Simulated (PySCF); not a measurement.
Spinor energies of Cu(25+) (copper, charge +25)

Start: [He] 2s2. Calculated with PySCF 2.14 in an uncontracted even-tempered set (17 s from 1.8 bohr⁻², ratio 2.6; 12 p from 2.3 bohr⁻², ratio 2.6; 7 d from 2.4 bohr⁻², ratio 2.8; 4 f from 49 bohr⁻², ratio 2.8): generalised Hartree-Fock with the X2C-1e Hamiltonian and a Gaussian nucleus; spin-orbit coupling (SO) screened by Boettger's factors.

```tsv
spinor shell	electrons	ε, screened SO (eV)	weight of nominal j (screened SO)	rms radius, screened SO (bohr)
1s1/2	2	-10768.4	1.000	0.0595
2s1/2	2	-2473.2	1.000	0.233
```

```csv
quantity,screened SO
E (hartree),-1018.11921
M_J,0
⟨J²⟩,0.000
⟨L²⟩,0.000
⟨S²⟩,0.000
```
